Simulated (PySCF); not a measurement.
Can point charges reproduce the dipole moment of `C=C(C#N)C[SiH2]C(C)=O`?

Coordinates (GFN2-xTB, Å) and charges (e) from the PBE0/pcSseg-1 density (PySCF):

```csv
atom,x,y,z,Mulliken,IAO,Hirshfeld,ESP-fitted
C1,2.129,1.177,0.490,+0.0225,-0.2714,-0.0646,-0.3516
C2,1.864,0.017,-0.110,-0.4206,-0.0276,+0.0163,-0.1255
C3,2.345,-1.197,0.438,+0.1601,+0.1334,+0.0777,+0.4662
N4,2.719,-2.194,0.864,-0.2430,-0.2434,-0.2217,-0.4878
C5,1.033,-0.127,-1.346,-0.3948,-0.5264,-0.1472,-0.3176
Si6,-0.720,-0.762,-0.927,+0.6134,+0.6818,+0.3350,+0.3166
C7,-1.523,0.590,0.197,-0.0478,+0.1597,+0.0891,+0.5290
C8,-2.667,0.172,1.078,-0.2574,-0.4763,-0.1253,-0.5123
O9,-1.110,1.727,0.170,-0.3498,-0.3921,-0.2148,-0.4657
H10,2.714,1.229,1.392,+0.1285,+0.1688,+0.0609,+0.1854
H11,1.753,2.104,0.093,+0.1324,+0.1718,+0.0597,+0.2120
H12,0.957,0.844,-1.837,+0.1639,+0.1696,+0.0547,+0.1378
H13,1.516,-0.820,-2.037,+0.1710,+0.1677,+0.0512,+0.1542
H14,-0.691,-2.030,-0.197,-0.0453,-0.1069,-0.0697,-0.0764
H15,-1.508,-0.877,-2.156,-0.0538,-0.1046,-0.0689,-0.0965
H16,-3.421,-0.329,0.476,+0.1384,+0.1613,+0.0562,+0.1317
H17,-2.296,-0.545,1.809,+0.1469,+0.1697,+0.0595,+0.1449
H18,-3.101,1.027,1.593,+0.1354,+0.1648,+0.0521,+0.1557
```

Problem. Form Σ q r in debye for every column and set it beside the full dipole.

Solution. The full density gives (-2.50, 1.22, -1.25) D, 3.05 D in size; dipole vectors point from the negative to the positive end.

```json
{"scheme": "Mulliken", "μx": "-4.06", "μy": "-0.70", "μz": "-1.21", "size (D)": "4.29", "share of the full size (%)": "141", "angle to the full dipole (°)": "34"}
{"scheme": "IAO", "μx": "-2.86", "μy": "-0.75", "μz": "-1.26", "size (D)": "3.22", "share of the full size (%)": "105", "angle to the full dipole (°)": "37"}
{"scheme": "Hirshfeld", "μx": "-2.03", "μy": "0.72", "μz": "-0.92", "size (D)": "2.34", "share of the full size (%)": "77", "angle to the full dipole (°)": "6"}
{"scheme": "ESP-fitted", "μx": "-2.51", "μy": "1.23", "μz": "-1.26", "size (D)": "3.06", "share of the full size (%)": "100", "angle to the full dipole (°)": "0"}
```

Problem. Which set comes closest?

Solution. Length of the difference vector: ESP-fitted 0.01 D, Hirshfeld 0.76 D, IAO 2.00 D, Mulliken 2.47 D. Closest: ESP-fitted. The schemes that divide the density aren't constrained to reproduce the dipole.

Problem. What is left for the Hirshfeld atoms' own dipoles?

Solution. The shares of the density sum to the whole, so what Σ q r misses lies in dipoles about the nuclei. The atomic dipoles sum to (-2.50, 1.22, -1.25) − (-2.03, 0.72, -0.92) = (-0.47, 0.50, -0.33) D, 0.76 D in size.

Problem. With the origin at the mean of the coordinates, (0.000, 0.000, -0.001) Å, which are the largest single terms, by size, of the Hirshfeld dipole along the direction of the full one?

Solution. N4 +3.69, O9 -1.58, C8 -1.09, Si6 +1.07, C3 -0.96 D; all 18 atoms together +2.33 D. The single terms depend on the origin, their sum doesn't.

Problem. Give the size of the full dipole in other units.

Solution. 3.05 D = 1.201 au = 0.636 e·Å = 10.19 × 10⁻³⁰ C·m.

The structure is a single GFN2-xTB conformer in the gas phase; no vibrational or solvent corrections.

The values belong to the conformer `[CH2:1]=[C:2]([C:3]#[N:4])[CH2:5][SiH2:6][C:7]([CH3:8])=[O:9]`: C1–C2–C5–Si6 -103°, C2–C5–Si6–C7 62°, C5–Si6–C7–C8 -158°.
